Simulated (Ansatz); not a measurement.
Consider the formal exchange of groups at the Sb–Te bond: `[BH2][SbH][TeH]` + CH₄ → `[BH2][SbH][CH3]` + H₂Te.

Program: Ansatz. Geometries: PBE0-D4/def2-TZVP. ΔE: electronic, gas phase. CBS: MP2 limit from def2 TZ/QZ plus the TZ coupled-cluster correction, frozen cores. This one scheme is used for every species. Functionals use def2-TZVPP. B3LYP here is the variant with VWN-RPA as its local correlation; programs differ in this. Elements past krypton have def2 core potentials. For Sb, Te outer-core shells are correlated without core-valence functions, which leaves a few kJ/mol of doubt a bond.

(1) Is it downhill or uphill in electronic energy at CCSD(T)/CBS, and by how much? (An estimate is asked.)

(2) What do these levels give: B3LYP-D4, ωB97M-V, CAM-B3LYP, LC-ωPBE, HF/def2-TZVPP, HF/def2-QZVPP? (Best estimate.)

(3) What do rigid-rotor, harmonic-oscillator terms from PBE0-D4/def2-TZVP frequencies (298.15 K, 1 bar) make of the CCSD(T)/CBS value? (Best estimate.)

Largest T1 diagnostic among the species: 0.015.

Results:

(1) The calculation gave: Uphill: ΔE = +121.2 kJ/mol.

(2) Ansatz gave: B3LYP-D4 123.8, ωB97M-V 116.0, CAM-B3LYP 113.9, LC-ωPBE 112.9, HF/def2-TZVPP 120.8, HF/def2-QZVPP 121.3 kJ/mol.

(3) Computed: ΔZPE = -9.5 kJ/mol, ΔH = +110.6 kJ/mol, ΔS = 13 J/(mol·K), ΔG = +106.8 kJ/mol.

Leaving LDA and LC-ωPBE aside and taking each functional with its dispersion term where it has one, the values, not all of them listed here, spread over 15.9 kJ/mol, from B97M-V to BHLYP-D4. LDA lies −4.8 kJ/mol from PBE without D4. The D4 term adds +3.7 kJ/mol with B3LYP and +2.0 kJ/mol with PBE0; it sums over pairs of atoms, weighted by their polarisabilities, and B3LYP, whose exchange is more repulsive, gets the larger term.
